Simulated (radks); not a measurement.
Valence configurations of Ag+ (all share [Kr]). All-electron calculation, Dirac Kohn-Sham, PBE, spin-unpolarised, spherical densities, point nucleus; open shells fill j = l - 1/2 first. Program: a radial shooting solver on a logarithmic mesh with Libxc functionals. Energies are relative to 4d10; eigenvalues in eV.

valence,E (eV),e(4d3/2),e(4d5/2),e(5p1/2),e(5s1/2)
4d10,0.000,-15.981,-15.415,-,-
4d9 5s1,5.153,-19.585,-18.981,-,-12.757
4d9.5 5s0.5,2.314,-17.750,-17.165,-,-12.023
4d9 5s0.5 5p0.5,7.794,-20.276,-19.669,-7.884,-13.203
4d8 5s1.5 5p0.5,15.401,-24.069,-23.423,-8.841,-14.642
4d9 5p1,10.472,-20.945,-20.336,-8.234,-
4d8 5s1 5p1,18.319,-24.706,-24.057,-9.168,-15.038
4d7 5s1 5p2,34.973,-29.806,-29.114,-10.677,-17.138

NIST lists [Kr] 4d10 as the ground configuration; this level of theory agrees among the configurations tried. The energies are those of spherical spin-averaged densities, not of single terms.
